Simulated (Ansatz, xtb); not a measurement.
## Relaxing a trial structure of CHB2FO

The starting geometry of this gas-phase singlet was built from a drawn formula by distance geometry and a force field; its bonds are those of `F[C@@H]1B=BO1`.

```xyz
6

C    -2.0183   -0.9134    1.4441
B    -2.2996   -0.3226    2.7802
B    -2.3099    1.0531    2.1043
F    -3.0193   -1.7236    0.9168
O    -1.9455    0.3279    0.7152
H    -0.9963   -1.4117    1.3554
```

Task: Where would you expect an optimisation with r2SCAN-D4/def2-SVP to take it?

Result: A bond breaks, leaving `O=BB=CF`. Distances that change by over a tenth: B3–O5 (1.61 → 1.21 Å). Contacts that open: C1–O5 (1.44 → 4.25 Å).

The energy falls by 6.43 eV over 25 steps:

```tsv
step	E − E(last) (eV)
1	6.433
4	4.250
6	3.912
9	2.410
12	1.358
14	0.945
17	0.261
20	0.003
22	0.000
25	0.000
```

Final geometry (Å):

```tsv
atom	x (Å)	y (Å)	z (Å)
C	-2.0623	-1.7180	1.6409
B	-2.1824	-0.3137	1.5265
B	-2.1448	1.3085	1.4230
F	-3.0232	-2.6376	1.5442
O	-2.1118	2.5174	1.3468
H	-1.0643	-2.1468	1.8345
```

From the same start GFN2-xTB ends elsewhere, differing in C1–B3 (1.78 against 3.04 Å here), C1–O5 (1.43 against 4.25 Å here).

No frequencies were run, so the end isn't proven a minimum. Run with Ansatz 0.2.0, 42 s on 2 threads of Intel(R) Xeon(R) Platinum 8259CL CPU @ 2.50GHz (Skylake/Cascade Lake), with other jobs on the host.
